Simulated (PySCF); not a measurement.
ClH3Si. Atoms are numbered in the order given.

```xyz
5

Si     0.0000     0.0000    -0.9919
Cl     0.0000     0.0000     1.0744
H      1.2122     0.6999    -1.4596
H     -1.2122     0.6999    -1.4596
H      0.0000    -1.3997    -1.4596
```

Geometry optimised at B3LYP-D3(BJ)/def2-TZVP. The isomer is the one that the SMILES or the coordinates give; other isomers of the formula were not compared.

All values below come from PBE/def2-TZVPD in PySCF.

ESP charges are fitted to the potential on shells at 1.4 to 2.0 van der Waals radii. Atomic charges (e):

```csv
atom,ESP fit,meta-Löwdin
Si1,0.11,0.52
Cl2,-0.12,-0.28
H3,0.00,-0.08
H4,0.00,-0.08
H5,0.00,-0.08
```
